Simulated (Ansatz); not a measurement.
Reaction (ligand exchange at the Si–C bond): `CC[SiH3]` + `[OH][Al]([OH])[OH]` → `[OH][Al]([OH])[O][SiH3]` + `CC`

Calculated with Ansatz (gas phase, PBE0-D4/def2-TZVP geometries, no zero-point term in ΔE). CCSD(T)/CBS is the MP2 limit (def2-TZVPP, def2-QZVPP) plus CCSD(T) − MP2 in def2-TZVPP, frozen cores. This one scheme is used for every species. One conformer a species, not always the lowest.

`CC[SiH3]`:

```xyz
11

C     0.088    1.380    0.328
C    -0.420    0.225   -0.531
Si    0.193   -1.454    0.039
H    -0.287    2.342   -0.030
H     1.180    1.430    0.323
H    -0.228    1.271    1.369
H    -0.117    0.362   -1.575
H    -1.515    0.204   -0.535
H    -0.245   -1.718    1.438
H     1.682   -1.501    0.007
H    -0.332   -2.540   -0.833
```

`[OH][Al]([OH])[OH]`:

Z-matrix (Å, degrees):
```
Al
O 1 1.689
O 1 1.689 2 120.0
O 1 1.689 2 120.0 3 -180.0
H 2 0.955 1 122.4 3 0.0
H 3 0.956 1 122.5 2 -180.0
H 4 0.956 1 122.4 2 0.0
```

`[OH][Al]([OH])[O][SiH3]`:

Z-matrix (Å, degrees):
```
Si
O 1 1.624
H 1 1.487 2 110.4
H 1 1.487 2 109.5 3 -119.6
H 1 1.487 2 110.7 3 120.6
Al 2 1.675 1 162.6 3 -69.6
O 6 1.688 2 121.6 1 179.7
O 6 1.685 2 118.9 1 -0.3
H 7 0.955 6 123.0 2 0.0
H 8 0.956 6 122.0 2 -179.9
```

`CC`:

Z-matrix (Å, degrees):
```
C
C 1 1.519
H 1 1.093 2 111.4
H 1 1.093 2 111.4 3 120.0
H 1 1.093 2 111.4 3 -120.0
H 2 1.093 1 111.4 3 180.0
H 2 1.093 1 111.4 3 -60.0
H 2 1.093 1 111.4 3 60.0
```

| level | ΔE (kJ/mol) |
| --- | --- |
| HF/CBS(def2) | -146.0 |
| MP2/CBS(def2) | -117.9 |

What does CCSD(T)/CBS give? (An estimate is asked.)

Computed: -117.2 kJ/mol. The listed levels differ from it by -28.8, -0.7 kJ/mol.

Largest T1 diagnostic among the species: 0.012.

In def2-TZVPP, CCSD(T) changes the Hartree–Fock value by +25.8 kJ/mol (the triples alone add +3.5 kJ/mol) and MP2 by +25.0 kJ/mol. From PBE to PBE0 (25 % exact exchange), in def2-TZVPP and without D4, ΔE moves by −6.4 kJ/mol.
